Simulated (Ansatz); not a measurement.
Start from `[NH2][W]([NH2])(=[O])=[O]` and change one atom or group to get `[NH2][W](=[O])(=[O])[OH]`.

Ansatz, PBE0-D4/def2-TZVP geometries, multiplicity 1. Each molecule was computed in one conformer, which needn't be the lowest.

Elements past krypton have def2 core potentials.

| property | `[NH2][W]([NH2])(=[O])=[O]` |
| --- | --- |
| size of the dipole moment (PBE/def2-TZVPP) / D | 4.22 |
| zero-point energy (PBE0-D4/def2-TZVP) / kJ/mol | 150.0 |
| HOMO energy (B3LYP/def2-TZVPP) / eV | -7.59 |
| HOMO–LUMO gap (PBE0/def2-TZVPP) / eV | 6.66 |
| HOMO–LUMO gap (ωB97M-V/def2-TZVPP) / eV | 11.14 |
| HOMO–LUMO gap (PBE/def2-TZVPP) / eV | 4.38 |

Q: What does the change do to each property? (An estimate is asked.)

A: The calculation gave: 
```
                                      property  `[NH2][W](=[O])(=[O])[OH]`  shift
size of the dipole moment (PBE/def2-TZVPP) / D                        3.87  -0.35
zero-point energy (PBE0-D4/def2-TZVP) / kJ/mol                       118.4  -31.6
           HOMO energy (B3LYP/def2-TZVPP) / eV                       -8.31  -0.72
          HOMO–LUMO gap (PBE0/def2-TZVPP) / eV                        7.22   0.56
       HOMO–LUMO gap (ωB97M-V/def2-TZVPP) / eV                       11.70   0.56
           HOMO–LUMO gap (PBE/def2-TZVPP) / eV                        4.90   0.52
```

With PBE0 the HOMO falls by 0.72 eV and the LUMO falls by 0.16 eV, so the gap widens by about 0.56 eV. PBE moves the HOMO by -0.66 eV and ωB97M-V by -0.77 eV. The zero-point energy changes by -31.6 kJ/mol with -3 modes. Dipoles are sizes alone; their direction can turn.

B3LYP here is the variant with VWN-RPA as its local correlation; programs differ in this.
